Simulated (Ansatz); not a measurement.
The cluster Au₃O⁺. The state is a singlet with charge 1. Geometry r2SCAN-D4/def2-SVP, basis def2-TZVP, Ansatz.

```
atom   x (Å)   y (Å)   z (Å)
 Au1  -0.224   1.761   0.597
 Au2  -0.737  -0.497  -1.647
 Au3   1.398  -1.024   0.706
  O4  -0.437  -0.240   0.343
```

```json
{"run": "A", "HOMO (eV)": "-11.11", "LUMO (eV)": "-9.56"}
{"run": "B", "HOMO (eV)": "-14.27", "LUMO (eV)": "-6.41"}
{"run": "C", "HOMO (eV)": "-12.31", "LUMO (eV)": "-8.56"}
{"run": "D", "HOMO (eV)": "-11.19", "LUMO (eV)": "-10.00"}
{"run": "E", "HOMO (eV)": "-14.47", "LUMO (eV)": "-4.63"}
{"run": "F", "HOMO (eV)": "-11.31", "LUMO (eV)": "-9.72"}
```

In the def2 sets Au takes a core potential; there is no spin–orbit coupling. The structure comes from a short search, and lower isomers may exist.

The runs used B97M-V, HF, PBE, r2SCAN, r2SCAN0, ωB97M-V. Estimate which is which.

A B97M-V (0 % exact exchange); B ωB97M-V (range-separated); C r2SCAN0 (25 % exact exchange); D PBE (0 % exact exchange); E HF (100 % exact exchange); F r2SCAN (0 % exact exchange). Exact exchange lowers occupied and raises empty levels; among semilocal functionals meta-GGAs tend to open the gap a little, and such runs are hard to tell apart. The gap grows from 1.20 eV (PBE) to 9.84 eV (HF).
